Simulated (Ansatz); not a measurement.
Species: GeH3S, charge 0, doublet. GeH3S (SMILES [S][GeH3], doublet).
B3LYP-D3(BJ)/def2-TZVP minimum from Ansatz (a first-principles code):
```
Ge
H 1 1.5375
H 1 1.5375 2 110.37
H 1 1.5396 2 110.24 3 122.02
S 1 2.2280 2 110.65 4 115.16
```
Charge 0, spin multiplicity 2.

Quantity: atomisation energy (electronic, to ground-state atoms), in kcal/mol. Open shells are spin-unrestricted; no spin-orbit coupling. Correlated methods leave the cores frozen (noble-gas shells, and filled d and f shells in the p block). No relativity. CBS(X,Y): correlation extrapolated as X^-3, Hartree-Fock from the larger set. A bracket is a step between two methods taken in the basis named. Where a partner has so few electrons that a lower coupled-cluster level is exact, that level stands in.

CCSD(T)/CBS(def2-TZVPP,def2-QZVPP) + [CCSDT(Q) - CCSD(T)]/def2-TZVPP (Ansatz) gives 281.6 kcal/mol.

Task: What does PBE/def2-TZVPD (Ansatz) give here, and how do the other levels compare?

Result: PBE gives 278.6 kcal/mol, 3.0 kcal/mol below it. Differences of the others: r2SCAN/def2-TZVPD (Ansatz) 3.2; CCSD(T)/CBS(def2-TZVPP,def2-QZVPP) (Ansatz) -0.3 kcal/mol.
